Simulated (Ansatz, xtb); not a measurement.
## Ranking isomers of C5H5FN2Si

3 gas-phase structures of C5H5FN2Si, from a drawn sample of its isomers (lower ones may exist). Each was relaxed with GFN2-xTB; where two conformers were screened, the lower at r2SCAN-D4/def2-SVP//GFN2-xTB is listed:

A. `N#Cc1ccc(F)n1[SiH3]`, a singlet
B. `C#Cc1nccn1[SiH2]F`, a singlet
C. `C#Cc1cncn1[SiH2]F`, a singlet

Task: Which do you expect lowest at r2SCAN-D4/def2-SVP//GFN2-xTB, and how would the others follow?

Result: Calculated order at r2SCAN-D4/def2-SVP//GFN2-xTB: C (0.0), B (1.6), A (14.4) kcal/mol.

Energies above the lowest of each column, in kcal/mol; the last columns are at r2SCAN-D4/def2-SVP geometries:

```csv
structure,GFN2-xTB,HF/STO-3G,r2SCAN-D4/def2-SVP//GFN2-xTB,r2SCAN-D4/def2-SVP,CCSD(T)/def2-SVP + ΔMP2/def2-TZVPP
C,0.0,28.5,0.0,0.0,0.0
B,2.1,28.6,1.6,1.5,0.7
A,24.3,0.0,14.4,14.8,22.9
```

CCSD(T)/def2-SVP + ΔMP2/def2-TZVPP puts C lowest, with B within 1 kcal/mol; HF/STO-3G picks A. Flexible structures stand in one conformer each, not always the lowest. The ΔMP2 step shifts differences by up to 8.5 kcal/mol, which makes them less sure. ΔMP2 is the change of the MP2 energy from the smaller to the larger basis.

Programs: Ansatz 0.2.0, xtb 6.7.1.
